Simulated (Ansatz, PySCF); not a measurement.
Ansatz (a program for electronic structure) was given this input:
Ansatz 0.2 input:
```yaml
crystal:
  periodic: [false, false, false]
  atoms:
    - {symbol: Si, position_ang: [-0.27501764, -0.36212192, 0.39020993]}
    - {symbol: H, position_ang: [-0.98090129, -1.29162124, -0.45498644]}
    - {symbol: F, position_ang: [0.53679425, 0.70681423, -0.55643917]}
basis:
  gaussian:
    orbitals: def2-SVPD
magnetization: {spin_polarized: true, initial_magnetization: 2}
correlation: {method: mp2, electrons: outside_noble_gas}
accuracy: high
```

Q: Write the same job for PySCF.

A: Several could match; the one computed here: 
```python
from pyscf import gto, scf, mp

mol = gto.M(
    atom='''
Si   -0.275018   -0.362122    0.390210
H    -0.980901   -1.291621   -0.454986
F     0.536794    0.706814   -0.556439
''',
    basis='def2-svpd',
    charge=0,
    spin=2,
    verbose=4,
)

mf = scf.UHF(mol)
mf.kernel()

pt = mp.MP2(mf, frozen=6)
pt.kernel()
print('E(MP2) = %.10f' % pt.e_tot)
```

Both were run: Ansatz gave -389.011905 Eh and PySCF -389.011905 Eh, 0.000 mEh apart.
